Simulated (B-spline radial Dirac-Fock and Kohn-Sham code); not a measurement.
Level of theory: Dirac-Fock orbitals of the configuration average with a finite nucleus; an atomic code on a B-spline grid.

Question: This computed X-ray form factor belongs to an atom or ion in its tabulated ground configuration. Which?

```
sin θ/λ (Å⁻¹)      f₀
         0.09  32.833
         0.15  32.539
         0.17  32.411
         0.28  31.450
         0.46  29.140
         0.88  22.482
         1.99  10.757
         2.34   8.634
         2.76   6.884
```

Answer: Sm²⁹⁺, with 33 electrons in [Ar] 3d10 4s2 4p3. f₀ tends to the number of electrons as s goes to zero, which the first rows give only roughly, and the rate of fall reflects the nuclear charge, 62.

Question: This computed X-ray form factor belongs to an atom or ion in its tabulated ground configuration. Which?

```
sin θ/λ (Å⁻¹)     f₀
         0.05  2.000
          0.1  1.998
         0.25  1.989
         0.35  1.978
          0.9  1.862
            1  1.831
          1.2  1.764
            4  0.681
            5  0.449
```

Answer: S¹⁴⁺, with 2 electrons in 1s2. f₀ tends to the number of electrons as s goes to zero, which the first rows give only roughly, and the rate of fall reflects the nuclear charge, 16.

Question: This computed X-ray form factor belongs to an atom or ion in its tabulated ground configuration. Which?

| sin θ/λ (Å⁻¹) | f₀ |
| --- | --- |
| 0.1 | 19.954 |
| 0.2 | 19.816 |
| 0.45 | 19.095 |
| 0.9 | 16.730 |
| 1 | 16.086 |
| 1.6 | 12.092 |
| 1.8 | 10.895 |
| 3.5 | 5.702 |
| 5 | 4.073 |

Answer: Gd⁴⁴⁺, with 20 electrons in [Ar] 3d2. f₀ tends to the number of electrons as s goes to zero, which the first rows give only roughly, and the rate of fall reflects the nuclear charge, 64.
